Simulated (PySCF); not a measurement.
How methods differ on the ionisation energy of Cd²⁺

Cd²⁺ [Kr] 4d10 (1S) → Cd³⁺ [Kr] 4d9 (2D), as a difference of total energies. All numbers are calculated (PySCF 2.14, a scalar-relativistic core potential, in def2-QZVPPD with the def2 core potential (28 electrons) (7s5p4d4f2g, 88 functions)). Correlated levels: valence: 4s2 4p6 frozen; valence and next inner shell: nothing frozen outside the core potential. The calculations carry no spin-orbit coupling.

Q: Order these methods by the ionisation energy they give, lowest first.
A. r2SCAN
B. UHF
C. B3LYP
D. PBE

A: B (35.934 eV), A (37.529 eV), D (37.639 eV), C (37.659 eV).

The reference lies between the lowest fine-structure levels, while these numbers refer to the centres of the terms.

Errors of the correlated levels include the incompleteness of this basis and the frozen core.

For comparison: 37.468 ± 0.006 eV (measured; NIST Atomic Spectra Database, ionization energies).
